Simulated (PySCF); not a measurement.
## Structure from NMR data

An unknown has the formula C7H8. Its calculated NMR data are:

¹H NMR (400 MHz, computed): δ 6.29 (dd, J = 6.4, 2.1 Hz, 1H), 6.00 (dd, J = 6.4, 1.7 Hz, 1H), 3.88 (d, J = 1.7 Hz, 2H), 1.57 (quint, J = 1.8 Hz, 1H), 1.25 (s, 3H).

¹³C{¹H} NMR (computed): δ 144.3 (CH), 143.5 (CH), 58.2 (CH), 47.4 (C), 37.2 (CH), 14.6 (CH3).

[PySCF: spin–spin couplings from B3LYP/pcJ-1 (without the spin–dipole term); geometry from GFN2-xTB; GIAO PBE0/pcSseg-1 shieldings; equivalent nuclei averaged; one computed conformer; no relativistic terms; isolated molecule]

Referencing at the same level of theory: TMS for ¹H, ¹³C.

What is the structure?

## Answers


1. Rings plus π bonds: 4 (3 rings in the answer).
2. 6 carbon signals for 7 carbons: some carbons are equivalent by symmetry or fast rotation.
3. Carbon types of the structure: 1 × C, 5 × CH, 1 × CH3, which accounts for all hydrogens.
4. δC 144.3, 143.5: alkene CH; as expected for a trigonal carbon in a double bond.
5. δC 58.2, 47.4, 37.2: three-membered-ring carbon.
6. δC 14.6: methyl carbon; aliphatic region, no heteroatom directly attached.
7. δH 6.29, 6.00: hydrogen on an alkene CH; attached to an sp2 carbon and in the plane of the double bond.
8. δH 3.88, 1.57: hydrogen on a three-membered-ring carbon.
9. δH 1.25: hydrogen on a methyl carbon.
10. The protons at 6.00 and 6.29 share a coupling of 6.4 Hz (vicinal, cis across C=C).

Structure: `[C@H]12[C@]3(C)C=C[C@H]1[C@@H]32`.

The shifts were computed for this structure.

Multiplet labels drop couplings under 1 Hz and merge nearly equal ones. Unscaled 3J(H,H) at this level run about 10 % above measured values. Shifts are as computed. Against solution values, carbons near 30 ppm lie about +3 ppm off and those near 130 ppm about +5 ppm. Of 1211 compounds with measured shifts, 218 miss one by over three times the rms of a fit or turn the order of signals round; such compounds aren't used in these exercises.
